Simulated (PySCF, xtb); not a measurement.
C2H8N2Si2, SMILES C1(C)[Si@H](N)[SiH2]N=1. Other conformers were not sampled.

Harmonic wavenumbers (cm⁻¹) from GFN2-xTB (xtb) at its own minimum, in rising order: 98, 114, 126, 165, 198, 268, 350, 388, 415, 443, 471, 505, 529, 547, 626, 658, 770, 812, 825, 894, 974, 1001, 1176, 1369, 1458, 1462, 1521, 1597, 2179, 2210, 2232, 2994, 3006, 3023, 3462, 3504.

Question: What does PBE0-D3(BJ)/def2-SVP (PySCF) give at its own minimum? (An estimate is asked for; the answer gives what the named calculation found.)

Answer: 71, 97, 143, 173, 194, 279, 328, 398, 417, 444, 505, 574, 659, 670, 709, 755, 803, 875, 910, 957, 984, 998, 1191, 1364, 1425, 1438, 1532, 1649, 2199, 2213, 2218, 3044, 3132, 3168, 3635, 3742. Paired by order, the mean absolute difference is 51 cm⁻¹ and the zero-point energies are 60.6 and 62.8 kcal/mol.
